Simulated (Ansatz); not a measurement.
Relaxation of ClF₂H₃W (7 atoms, charge 0, multiplicity 1), to a largest force component of 0.03 eV/Å in at most 50 steps.

Method: Ansatz, RKS B3LYP-D4/def2-SVP.

```xyz
7
Properties=species:S:1:pos:R:3:forces:R:3
W 0.102 0.271 0.000 0.40 -0.36 0.03
F 0.654 0.372 1.760 -0.26 0.38 0.40
H 1.369 -0.856 0.160 -0.13 -0.06 -0.56
F -0.311 2.141 0.151 -0.05 -0.08 0.04
H -1.392 -0.485 0.102 0.02 0.07 0.06
H 0.144 -1.428 0.323 -0.03 0.04 0.03
Cl 0.374 0.115 -2.227 0.05 0.01 0.00
```

Where does it end, and by what steps?

It converged. After 5 steps the energy has fallen by 0.063 eV; H3 moved furthest, 0.11 Å.

```
step  energy less start (eV)  largest force component (eV/Å)  accepted
   0                  0.0000                           0.557       yes
   1                 -0.0232                           0.411       yes
   2                 -0.0598                           0.099       yes
   3                 -0.0609                           0.068       yes
   4                 -0.0625                           0.037       yes
   5                 -0.0635                           0.029       yes
```

```xyz
7
Properties=species:S:1:pos:R:3
W 0.137 0.240 0.022
F 0.648 0.430 1.789
H 1.396 -0.906 0.061
F -0.376 2.092 0.134
H -1.396 -0.424 0.128
H 0.110 -1.447 0.345
Cl 0.420 0.145 -2.210
```

The run took 22 s on 2 threads of Arm Neoverse V1 (shared host), peak memory 0.2 GiB.
